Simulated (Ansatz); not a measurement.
The cluster Pb₃Se₂F₂, relaxed as a singlet with RKS PBE-D4/def2-SVP in Ansatz, starting from the GFN1-xTB geometry. Force threshold 0.02 eV/Å.

In the def2 sets Pb takes a core potential; there is no spin–orbit coupling. The structure comes from a short search, and lower isomers may exist.

Start:

```csv
atom,x (Å),y (Å),z (Å)
Pb1,0.136,0.204,-2.150
Pb2,0.158,-1.473,0.712
Pb3,-0.547,1.928,1.051
Se4,1.771,0.989,-0.093
Se5,-1.888,0.120,-0.460
F6,0.618,-2.079,-1.425
F7,-0.247,0.310,2.364
```

Q: Estimate the energy that the relaxation releases and the steps that it takes.

A: 50.4 kJ/mol, in 6 steps; 22 s on 4 threads of Intel Xeon Platinum 8259CL on a shared host. No frequencies were taken in this run, so the end may be a saddle point.

Q: Does the start keep its bonding?

A: By distances, no bond broke or formed. The bond that changes most is Pb1–F6, from 2.44 to 2.24 Å (atoms count from 1). The end is the same structure that another start reached, the lowest one found.

Q: Predict the relaxed structure.

A: 
Cartesian coordinates in Å:
```
Pb 0.2010 0.1010 -2.3217
Pb 0.2287 -1.3862 0.8145
Pb -0.5455 1.9855 1.0957
Se 1.7850 0.9058 -0.1097
Se -1.9477 0.0785 -0.4687
F 0.5770 -1.9478 -1.5098
F -0.2985 0.2632 2.4996
```
Bond lengths (bridged metal pairs left out): 6 × Pb–Se 2.84 to 2.92 Å; 4 × F–Pb 2.24 to 2.42 Å.
